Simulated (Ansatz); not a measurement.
The cluster SiSe₂⁺. Charge 1, multiplicity 4. Geometry r2SCAN-D4/def2-TZVP; atoms count from 1.

| atom | x (Å) | y (Å) | z (Å) |
| --- | --- | --- | --- |
| Si1 | 0.907 | 0.655 | -0.689 |
| Se2 | -0.543 | 0.576 | 1.087 |
| Se3 | -0.365 | -1.231 | -0.397 |

At PBE0-D4/def2-TZVP a doublet of charge 1 lies 2.66 eV below the quartet, each at its own geometry. The structure comes from a short search, and lower isomers may exist.

Q: Estimate the Mulliken populations from the PBE0/def2-TZVP orbitals of Ansatz.

A: 
```json
{"atom": "Si1", "charge (e)": "0.39", "spin (α − β)": "1.57"}
{"atom": "Se2", "charge (e)": "0.30", "spin (α − β)": "0.71"}
{"atom": "Se3", "charge (e)": "0.30", "spin (α − β)": "0.71"}
```
Mulliken values and Mayer orders depend strongly on the basis.

Q: Where does the spin sit?

A: Summed by element: Si 1.57, Se 1.43, of 3 unpaired in all. Largest on single atoms: Si1 1.57, Se2 0.71, Se3 0.71.

Q: And the Mayer bond orders between bonded heavy atoms (over 0.3)?

A: Si1–Se2 1.08 (2.29 Å); Si1–Se3 1.08 (2.29 Å); Se2–Se3 1.43 (2.35 Å).
